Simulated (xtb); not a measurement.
thioethanol (C₂H₆S), singlet, at a GFN2-xTB geometry. Base run: GFN2-xTB (xtb).

Input for xtb:
```
$ xtb mol.xyz --gfn 2 --json

# file mol.xyz
9

C      1.52061639     0.69110205    -0.00537013
C      0.01160357     0.83116525     0.00317706
S     -0.76180616    -0.83788851     0.00077464
H     -2.02039087    -0.40414507     0.00913826
H     -0.33041049     1.34965505     0.89884698
H     -0.33986788     1.35660473    -0.88474809
H      1.98452811     1.67524859    -0.00399531
H      1.85553895     0.14418625     0.87317856
H      1.84618103     0.15106283    -0.89165625
```

Each row names what was changed in the base input (with any setting that the change needs).

```csv
change,ΔE vs base (kJ/mol),HOMO-LUMO gap (eV),dipole (D),SCF cycles
base,0.00,4.48,2.33,10
etemp = 3000,-0.02,4.48,2.33,10
acc = 1000,0.03,4.48,2.32,5
acc = 0.0001,0.00,4.48,2.33,16
file = coord,0.00,4.48,2.33,10
alpb = dmf,…,…,…,10
```

Task: Fill in the missing entries.

Result: 
- alpb = dmf, ΔE vs base (kJ/mol): -19.35
- alpb = dmf, HOMO-LUMO gap (eV): 4.51
- alpb = dmf, dipole (D): 2.46

ALPB and GBSA are two models with their own fitted parameters for each solvent, which aren't always the measured dielectric constant.
